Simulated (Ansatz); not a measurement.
C8H16 can be A, `CC(C)/C=C/C(C)C`, or B, `C[C@H]1CC[C@H](C)CC1`.

Computed with Ansatz on PBE0-D4/def2-TZVP structures; ΔE is electronic, products minus reactants. CCSD(T)/CBS is the MP2 limit (def2-TZVPP, def2-QZVPP) plus CCSD(T) − MP2 in def2-TZVPP, frozen cores. Functionals use def2-TZVPP. Each species was taken in one conformer, which may not be the lowest.

Question: Which isomer does CCSD(T)/CBS put lower? Give the gap. (An estimate is asked.)

Answer: Computed: B, by 20.6 kcal/mol.

Question: Give E(B) − E(A) in kcal/mol with PBE0-D4, MP2/def2-TZVPP, HF/def2-TZVPP, ωB97M-V, CCSD(T)/def2-SVP, B2PLYP, CCSD/def2-TZVPP. (Estimate.)

Answer: The calculation gave: PBE0-D4 -23.2, MP2/def2-TZVPP -22.4, HF/def2-TZVPP -16.4, ωB97M-V -21.3, CCSD(T)/def2-SVP -22.3, B2PLYP -17.6, CCSD/def2-TZVPP -20.9. None reverses the order clearly.

Largest T1 diagnostic: 0.009.

In def2-TZVPP, CCSD(T) changes the Hartree–Fock value by −4.2 kcal/mol (the triples alone add +0.3 kcal/mol) and MP2 by −6.0 kcal/mol. From BLYP to BHLYP (50 % exact exchange), in def2-TZVPP and without D4, E(B) − E(A) moves by −7.4 kcal/mol.
